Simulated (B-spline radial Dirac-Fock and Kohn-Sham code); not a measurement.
# Widths and yields of inner-shell holes in Er²⁺

System: Er²⁺, [Xe] 4f12, inside a Watson sphere of charge -2 and radius 2.2 Å (a model of the Madelung potential; inside it an electron's potential energy is raised by 13.1 eV).

These are calculated numbers from a radial B-spline solver; the model is one-electron (LDA, Dirac) transition rates at Dirac-Fock energies.

Partial widths are in eV. Coster-Kronig decay leaves a hole in the same principal shell; its rates are the weakest part of the model, often 1.5 to 2.5 times too large and more for N holes. Holes without an open Auger channel, or with an unreliable SCF state, are not listed.

| hole | radiative | Auger | Coster-Kronig | total | fluorescence yield | lifetime (fs) |
| --- | --- | --- | --- | --- | --- | --- |
| K (1s) | 26.2 | 1.46 | 0 | 27.7 | 0.947 | 0.0238 |
| L1 (2s) | 0.538 | 1.80 | 2.93 | 5.27 | 0.102 | 0.125 |
| L2 (2p1/2) | 0.910 | 2.67 | 0.637 | 4.22 | 0.216 | 0.156 |
| L3 (2p3/2) | 0.830 | 3.27 | 0 | 4.10 | 0.202 | 0.160 |
| M1 (3s) | 0.0179 | 0.817 | 17.5 | 18.3 | 0.000980 | 0.0360 |
| M2 (3p1/2) | 0.0184 | 0.905 | 8.98 | 9.90 | 0.00186 | 0.0665 |
| M3 (3p3/2) | 0.0189 | 1.04 | 9.03 | 10.1 | 0.00187 | 0.0652 |
| M4 (3d3/2) | 0.0166 | 1.27 | 0.908 | 2.19 | 0.00759 | 0.300 |
| M5 (3d5/2) | 0.0157 | 1.31 | 0 | 1.32 | 0.0119 | 0.498 |
| N1 (4s) | 0.000520 | 0.0685 | 12.6 | 12.7 | 4.09e-05 | 0.0518 |
| N2 (4p1/2) | 0.000991 | 0.0686 | 11.4 | 11.5 | 8.62e-05 | 0.0572 |
| N3 (4p3/2) | 0.000664 | 0.0736 | 9.01 | 9.08 | 7.31e-05 | 0.0725 |
| N4 (4d3/2) | 0.000734 | 0.0611 | 4.94 | 5.00 | 0.000147 | 0.132 |
| N5 (4d5/2) | 0.000671 | 0.0682 | 4.83 | 4.89 | 0.000137 | 0.134 |
